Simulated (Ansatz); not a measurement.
The cluster Fe₃S₄. The state is a singlet with charge 0. Geometry r2SCAN-D4/def2-SVP.

```csv
atom,x (Å),y (Å),z (Å)
Fe1,0.950,0.720,0.489
Fe2,-0.697,0.507,-1.109
Fe3,-0.004,-1.276,0.174
S4,1.317,-0.425,-1.292
S5,0.985,-0.787,2.006
S6,-0.528,2.197,0.114
S7,-2.024,-0.936,-0.381
```

The restricted singlet is unstable towards broken spin symmetry in Hartree–Fock (as tested in another run); at HF/STO-3G, PBE-D4/def2-TZVP, r2SCAN-D4/def2-TZVP, PBE0-D4/def2-TZVP and others this wasn't settled. At PBE-D4/def2-TZVP an occupied level lies above an empty one. The structure comes from a short search, and lower isomers may exist.

Question: Estimate the orbital energies around the gap (eV) in Ansatz with HF/STO-3G, PBE-D4/def2-TZVP, r2SCAN-D4/def2-TZVP, PBE0-D4/def2-TZVP, ωB97X-V/def2-TZVP.

Answer: 
```json
{"orbital": "HOMO−13", "HF/STO-3G": "-11.49", "PBE-D4/def2-TZVP": "-8.58", "r2SCAN-D4/def2-TZVP": "-8.89", "PBE0-D4/def2-TZVP": "-10.24", "ωB97X-V/def2-TZVP": "-12.51"}
{"orbital": "HOMO−12", "HF/STO-3G": "-11.17", "PBE-D4/def2-TZVP": "-8.20", "r2SCAN-D4/def2-TZVP": "-8.53", "PBE0-D4/def2-TZVP": "-9.65", "ωB97X-V/def2-TZVP": "-12.26"}
{"orbital": "HOMO−11", "HF/STO-3G": "-11.10", "PBE-D4/def2-TZVP": "-8.03", "r2SCAN-D4/def2-TZVP": "-8.35", "PBE0-D4/def2-TZVP": "-9.34", "ωB97X-V/def2-TZVP": "-12.15"}
{"orbital": "HOMO−10", "HF/STO-3G": "-10.65", "PBE-D4/def2-TZVP": "-8.02", "r2SCAN-D4/def2-TZVP": "-8.30", "PBE0-D4/def2-TZVP": "-9.22", "ωB97X-V/def2-TZVP": "-11.88"}
{"orbital": "HOMO−9", "HF/STO-3G": "-10.52", "PBE-D4/def2-TZVP": "-7.49", "r2SCAN-D4/def2-TZVP": "-7.69", "PBE0-D4/def2-TZVP": "-8.73", "ωB97X-V/def2-TZVP": "-11.52"}
{"orbital": "HOMO−8", "HF/STO-3G": "-10.17", "PBE-D4/def2-TZVP": "-7.33", "r2SCAN-D4/def2-TZVP": "-7.52", "PBE0-D4/def2-TZVP": "-8.40", "ωB97X-V/def2-TZVP": "-11.25"}
{"orbital": "HOMO−7", "HF/STO-3G": "-10.10", "PBE-D4/def2-TZVP": "-7.29", "r2SCAN-D4/def2-TZVP": "-7.38", "PBE0-D4/def2-TZVP": "-8.38", "ωB97X-V/def2-TZVP": "-10.99"}
{"orbital": "HOMO−6", "HF/STO-3G": "-8.99", "PBE-D4/def2-TZVP": "-6.71", "r2SCAN-D4/def2-TZVP": "-6.92", "PBE0-D4/def2-TZVP": "-8.19", "ωB97X-V/def2-TZVP": "-10.78"}
{"orbital": "HOMO−5", "HF/STO-3G": "-8.47", "PBE-D4/def2-TZVP": "-6.50", "r2SCAN-D4/def2-TZVP": "-6.68", "PBE0-D4/def2-TZVP": "-8.09", "ωB97X-V/def2-TZVP": "-10.68"}
{"orbital": "HOMO−4", "HF/STO-3G": "-8.23", "PBE-D4/def2-TZVP": "-5.55", "r2SCAN-D4/def2-TZVP": "-5.82", "PBE0-D4/def2-TZVP": "-7.64", "ωB97X-V/def2-TZVP": "-10.16"}
{"orbital": "HOMO−3", "HF/STO-3G": "-7.89", "PBE-D4/def2-TZVP": "-5.42", "r2SCAN-D4/def2-TZVP": "-5.73", "PBE0-D4/def2-TZVP": "-7.44", "ωB97X-V/def2-TZVP": "-10.04"}
{"orbital": "HOMO−2", "HF/STO-3G": "-7.83", "PBE-D4/def2-TZVP": "-5.31", "r2SCAN-D4/def2-TZVP": "-5.62", "PBE0-D4/def2-TZVP": "-7.03", "ωB97X-V/def2-TZVP": "-9.61"}
{"orbital": "HOMO−1", "HF/STO-3G": "-6.89", "PBE-D4/def2-TZVP": "-5.23", "r2SCAN-D4/def2-TZVP": "-5.46", "PBE0-D4/def2-TZVP": "-6.71", "ωB97X-V/def2-TZVP": "-8.85"}
{"orbital": "HOMO", "HF/STO-3G": "-6.39", "PBE-D4/def2-TZVP": "-4.83", "r2SCAN-D4/def2-TZVP": "-5.03", "PBE0-D4/def2-TZVP": "-6.12", "ωB97X-V/def2-TZVP": "-8.84"}
{"orbital": "LUMO", "HF/STO-3G": "0.66", "PBE-D4/def2-TZVP": "-4.99", "r2SCAN-D4/def2-TZVP": "-4.95", "PBE0-D4/def2-TZVP": "-3.94", "ωB97X-V/def2-TZVP": "-2.37"}
{"orbital": "LUMO+1", "HF/STO-3G": "2.37", "PBE-D4/def2-TZVP": "-4.53", "r2SCAN-D4/def2-TZVP": "-4.51", "PBE0-D4/def2-TZVP": "-3.71", "ωB97X-V/def2-TZVP": "-1.82"}
{"orbital": "LUMO+2", "HF/STO-3G": "5.12", "PBE-D4/def2-TZVP": "-4.52", "r2SCAN-D4/def2-TZVP": "-4.46", "PBE0-D4/def2-TZVP": "-3.67", "ωB97X-V/def2-TZVP": "-1.60"}
{"orbital": "LUMO+3", "HF/STO-3G": "6.52", "PBE-D4/def2-TZVP": "-4.27", "r2SCAN-D4/def2-TZVP": "-4.33", "PBE0-D4/def2-TZVP": "-3.58", "ωB97X-V/def2-TZVP": "-1.41"}
{"orbital": "LUMO+4", "HF/STO-3G": "7.37", "PBE-D4/def2-TZVP": "-4.10", "r2SCAN-D4/def2-TZVP": "-4.09", "PBE0-D4/def2-TZVP": "-3.39", "ωB97X-V/def2-TZVP": "-1.36"}
{"orbital": "LUMO+5", "HF/STO-3G": "8.92", "PBE-D4/def2-TZVP": "-3.78", "r2SCAN-D4/def2-TZVP": "-3.85", "PBE0-D4/def2-TZVP": "-3.25", "ωB97X-V/def2-TZVP": "-0.96"}
```
